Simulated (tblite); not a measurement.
Compound: C2H11N3Si3.
SMILES with atom numbers: `[CH3:1][N:2]([SiH2:3][C:4]#[N:5])[Si@@H:6]([NH2:7])[SiH3:8]` (hydrogens: H9, H10, H11 on C1; H12, H13 on Si3; H14 on Si6; H15, H16 on N7; H17, H18, H19 on Si8)

Computed with GFN2-xTB (tblite), gas phase: L-BFGS steps from a force-field or distance-geometry start until the largest atomic force falls under 0.01 eV/Å.

Step 95: E = -648.7903 eV
```
atom  x, y, z in Å  |  force x, y, z in eV/Å
C1      1.0999   -1.5504   -0.9945    0.016   0.016   0.003
N2      0.5373   -0.5498   -0.1044    0.014  -0.012   0.007
Si3     1.6151    0.4750    0.7630    0.010  -0.018  -0.038
C4      2.7839    1.2238   -0.4975    0.004  -0.003   0.007
N5      3.4847    1.6940   -1.2726    0.002  -0.034   0.005
Si6    -1.2110   -0.4855    0.0585    0.048   0.024   0.018
N7     -1.4950   -0.7347    1.7446   -0.052   0.035   0.001
Si8    -2.0353    1.5778   -0.5467    0.011  -0.026   0.029
H9      0.6825   -1.4437   -1.9980    0.030  -0.014   0.013
H10     0.8858   -2.5631   -0.6414   -0.024   0.041   0.016
H11     2.1811   -1.4412   -1.0612   -0.007   0.017  -0.031
H12     0.8790    1.5866    1.3498   -0.037  -0.016   0.025
H13     2.4635   -0.2589    1.7154   -0.004   0.002  -0.019
H14    -1.6547   -1.6261   -0.7681   -0.012  -0.018  -0.034
H15    -1.0264   -1.4927    2.2163   -0.006   0.002   0.014
H16    -2.4300   -0.6304    2.1054    0.047  -0.003  -0.005
H17    -1.7353    2.6443    0.4148   -0.014   0.006   0.001
H18    -1.5346    2.0454   -1.8434   -0.023  -0.005   0.004
H19    -3.5005    1.5387   -0.6474   -0.001   0.005  -0.016
```

Step 96: E = -648.7908 eV
```
atom  x, y, z in Å  |  force x, y, z in eV/Å
C1      1.0991   -1.5493   -0.9995    0.017   0.006  -0.001
N2      0.5370   -0.5478   -0.1116    0.010  -0.010   0.015
Si3     1.6155    0.4726    0.7593   -0.003  -0.023  -0.009
C4      2.7908    1.2202   -0.4941    0.034   0.019  -0.012
N5      3.5008    1.6948   -1.2585   -0.016  -0.048   0.014
Si6    -1.2104   -0.4858    0.0573    0.038   0.009  -0.003
N7     -1.4889   -0.7267    1.7451   -0.035   0.032  -0.005
Si8    -2.0416    1.5746   -0.5480    0.017  -0.029   0.037
H9      0.6804   -1.4472   -2.0021    0.019  -0.003  -0.012
H10     0.8875   -2.5615   -0.6451   -0.027   0.022   0.031
H11     2.1793   -1.4384   -1.0675    0.018   0.017  -0.037
H12     0.8780    1.5823    1.3469   -0.038  -0.004   0.023
H13     2.4578   -0.2614    1.7173   -0.001   0.000  -0.025
H14    -1.6567   -1.6314   -0.7630   -0.004  -0.003  -0.024
H15    -1.0261   -1.4867    2.2194   -0.005   0.002   0.013
H16    -2.4222   -0.6132    2.1053    0.018  -0.004   0.017
H17    -1.7468    2.6360    0.4210   -0.013   0.012  -0.006
H18    -1.5365    2.0457   -1.8418   -0.031  -0.001   0.009
H19    -3.5068    1.5324   -0.6481    0.002   0.005  -0.024
```

Step 97: E = -648.7912 eV
```
atom  x, y, z in Å  |  force x, y, z in eV/Å
C1      1.0984   -1.5443   -1.0067    0.012  -0.003  -0.009
N2      0.5362   -0.5481   -0.1124    0.024  -0.024  -0.006
Si3     1.6143    0.4704    0.7602   -0.007   0.000   0.021
C4      2.7964    1.2115   -0.4907    0.032   0.021  -0.003
N5      3.5113    1.6853   -1.2510   -0.015  -0.049   0.010
Si6    -1.2103   -0.4870    0.0600    0.016  -0.016  -0.014
N7     -1.4850   -0.7199    1.7497    0.006  -0.010   0.005
Si8    -2.0442    1.5709   -0.5493    0.010  -0.020   0.025
H9      0.6741   -1.4412   -2.0071    0.017  -0.003  -0.001
H10     0.8927   -2.5590   -0.6540   -0.019   0.037   0.025
H11     2.1781   -1.4282   -1.0816    0.002   0.015  -0.026
H12     0.8744    1.5827    1.3431   -0.021  -0.017   0.011
H13     2.4496   -0.2615    1.7269   -0.004   0.004  -0.036
H14    -1.6602   -1.6367   -0.7556    0.008   0.015  -0.009
H15    -1.0196   -1.4779    2.2275   -0.032   0.043  -0.014
H16    -2.4192   -0.6093    2.1072    0.003  -0.003   0.031
H17    -1.7547    2.6295    0.4246   -0.014   0.013  -0.013
H18    -1.5323    2.0428   -1.8414   -0.038  -0.003   0.027
H19    -3.5099    1.5294   -0.6569    0.020   0.002  -0.023
```

Step 98: E = -648.7917 eV
```
atom  x, y, z in Å  |  force x, y, z in eV/Å
C1      1.0997   -1.5441   -1.0076    0.007  -0.009  -0.013
N2      0.5374   -0.5491   -0.1128    0.023  -0.017  -0.012
Si3     1.6147    0.4695    0.7595   -0.012   0.023   0.041
C4      2.7973    1.2106   -0.4904    0.035   0.024  -0.007
N5      3.5132    1.6832   -1.2504   -0.016  -0.049   0.011
Si6    -1.2083   -0.4869    0.0599   -0.009  -0.035  -0.021
N7     -1.4843   -0.7164    1.7499    0.025  -0.028   0.006
Si8    -2.0448    1.5693   -0.5479   -0.001  -0.007   0.011
H9      0.6754   -1.4421   -2.0079    0.005   0.001  -0.008
H10     0.8931   -2.5577   -0.6537   -0.008   0.022   0.021
H11     2.1789   -1.4269   -1.0843    0.009   0.009  -0.017
H12     0.8715    1.5797    1.3440   -0.010  -0.024   0.003
H13     2.4495   -0.2609    1.7271    0.001  -0.002  -0.033
H14    -1.6614   -1.6364   -0.7562    0.018   0.025   0.002
H15    -1.0205   -1.4751    2.2289   -0.034   0.051  -0.019
H16    -2.4191   -0.6062    2.1052   -0.010   0.000   0.035
H17    -1.7568    2.6272    0.4270   -0.012   0.017  -0.013
H18    -1.5347    2.0421   -1.8405   -0.035  -0.002   0.030
H19    -3.5108    1.5294   -0.6573    0.026  -0.002  -0.019
```

Q: Estimate the geometry and energy of step 99. (The exact step hangs on the optimiser's Hessian estimate; all steps are aligned on step 98, rigid shifts and turns removed.)

A: E = -648.7925 eV, largest force 0.110 eV/Å
```
atom  x, y, z in Å  |  force x, y, z in eV/Å
C1      1.0982   -1.5367   -1.0190    0.003  -0.016  -0.014
N2      0.5369   -0.5495   -0.1157    0.022  -0.003  -0.020
Si3     1.6121    0.4664    0.7612   -0.008   0.056   0.053
C4      2.8064    1.1998   -0.4824    0.068   0.047  -0.044
N5      3.5308    1.6673   -1.2383   -0.059  -0.075   0.055
Si6    -1.2075   -0.4899    0.0634   -0.037  -0.059  -0.015
N7     -1.4784   -0.7075    1.7564    0.044  -0.045  -0.003
Si8    -2.0480    1.5621   -0.5485   -0.016   0.018  -0.011
H9      0.6663   -1.4345   -2.0160   -0.008   0.002  -0.004
H10     0.8981   -2.5513   -0.6644    0.012   0.010   0.004
H11     2.1760   -1.4119   -1.1060    0.005   0.000  -0.001
H12     0.8654    1.5794    1.3385    0.004  -0.032  -0.005
H13     2.4382   -0.2611    1.7381    0.005  -0.008  -0.031
H14    -1.6647   -1.6439   -0.7465    0.029   0.039   0.016
H15    -1.0119   -1.4624    2.2393   -0.035   0.058  -0.026
H16    -2.4128   -0.5997    2.1128   -0.020   0.006   0.034
H17    -1.7713    2.6210    0.4284   -0.008   0.018  -0.009
H18    -1.5301    2.0379   -1.8374   -0.034  -0.005   0.035
H19    -3.5134    1.5238   -0.6713    0.033  -0.011  -0.014
```

The energy changes by -0.0009 eV. The first-order estimate −F·Δx gives -0.0012 eV and the mean of the old and new forces, exact on a quadratic surface, -0.0008 eV. The step makes an angle of 83° with the force vector and moves no atom by more than 0.027 Å.

The cost below is that of the whole relaxation. On Arm Neoverse N1, one thread, shared host with 64 logical CPUs at a one-minute load of 56, this took 3.7 s.
